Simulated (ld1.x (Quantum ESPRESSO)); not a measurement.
# What one change does to a pseudopotential (In (Z = 49), TM semilocal)

In, norm-conserving Troullier–Martins (semilocal form), made with ld1.x (Quantum ESPRESSO) 7.5 (PBE, scalar-relativistic). Core [Kr] 4d10, reference 5s1.5 5p1.5. Waves: 5s (bound): rc 1.70 bohr; 5p (bound): rc 2.90 bohr. Local part: the p channel. Core correction: Bessel-smoothed model core inside 0.90 bohr.

All-electron outer shells of the reference configuration (PBE, scalar-relativistic, ld1.x):

| shell | level (eV) | outermost node (bohr) | outermost maximum (bohr) |
| --- | --- | --- | --- |
| 4p | -78.99 | 0.42 | 0.82 |
| 4d | -19.45 | 0.40 | 0.94 |
| 5s | -8.73 | 1.02 | 2.13 |
| 5p | -2.88 | 1.14 | 2.81 |

Change: wave 5s (bound): rc 1.70 bohr becomes 5s (bound): rc 2.16 bohr.

Cutoffs: the cutoffs (Ry, on a coarse ladder) from which the occupation-weighted sum of valence levels, in a spherical-Bessel basis at the reference potential, stays within 10 and 1 mRy of its value at 400 Ry; they do not see the model core or the augmentation charge, which bear on the density cutoff. Errors are all-electron minus pseudo energies relative to the spin-unpolarised reference configuration.

**Question.** What does the change do?

**Answer.** The potential gets softer (25 Ry and 50 Ry → 10 Ry and 25 Ry); of the 7 tests that both files solve, the error grows in 0 and shrinks in 1 by more than 15 % and 0.3 meV (median size 6.0 → 5.9 meV); neither file shows a bound ghost. A larger radius leaves more room for a smooth pseudo-wave, so fewer plane waves are needed. A semilocal file is local in each channel, so a ghost entry of none says nothing of the separable form that plane-wave codes build from it.

```csv
quantity,base,changed
"cutoff, loose",25 Ry,10 Ry
"cutoff, tight",50 Ry,25 Ry
loose cutoff by channel (10 mRy a level),"s 21 Ry, p 6 Ry","s 8 Ry, p 6 Ry"
bound ghosts,none,none
"error for 5s2 5p1, meV [ΔE -2.88 eV]",-4.8,-4.5
"error for 5s2 5p0, meV [ΔE 2.48 eV]",-7.6,-6.8
"error for 5s1 5p0, meV [ΔE 21.71 eV]",-152,-155
"error for 5s1 5p2, meV [ΔE 2.96 eV]",-5.6,-5.3
"error for 5s2 5p0.5, meV [ΔE -0.94 eV]",-3.1,-2.4
"error for 5s2 5p1.3, meV [ΔE -3.42 eV]",-6.0,-5.9
"error for 5s0 5p3, meV [ΔE 9.06 eV]",-49,-44
s: phases at 3.16 bohr within 0.05 rad from the reference energy up to (Ry; the scan ends near 5),1.3,1.6
p: phases at 3.16 bohr within 0.05 rad from the reference energy up to (Ry; the scan ends near 5),2.1,2.1
```
